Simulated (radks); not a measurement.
The mean radii <r> (bohr) of the occupied orbitals of an atom or ion are listed with their occupations. All-electron calculation, scalar-relativistic Kohn-Sham, BLYP, spin-polarised, spherical densities, finite nucleus; Fermi nuclear charge, rms radius of each element as measured or else 0.836 A^(1/3) + 0.57 fm. Program: a radial shooting solver on a logarithmic mesh with Libxc functionals.

| orbital | occ. | <r> |
|---|---|---|
| 1s up | 1 | 0.03916 |
| 1s down | 1 | 0.03916 |
| 2s up | 1 | 0.1725 |
| 2s down | 1 | 0.1725 |
| 2p up | 3 | 0.1503 |
| 2p down | 3 | 0.1503 |
| 3s up | 1 | 0.4919 |
| 3s down | 1 | 0.4918 |
| 3p up | 3 | 0.4981 |
| 3p down | 3 | 0.4978 |
| 3d up | 5 | 0.4970 |
| 3d down | 5 | 0.4961 |
| 4s up | 1 | 1.301 |
| 4s down | 1 | 1.301 |
| 4p up | 3 | 1.449 |
| 4p down | 1 | 1.458 |
| 4f up | 1 | 3.717 |

Name the element and its charge. Open shells, if any, are filled with parallel spins first.

Answer. Z = 38, strontium, charge +3: Sr3+ in [Ar] 3d10 4s2 4p4 4f1. The 1s radius gives Z: for a bare nucleus <r> = (2 gamma + 1)/(2Z) with gamma = sqrt(1 - (Z/c)^2), 0.03844 bohr for Z = 38, and screening makes it slightly larger (0.03916 here). The occupations add up to 35, and the charge is Z minus that.
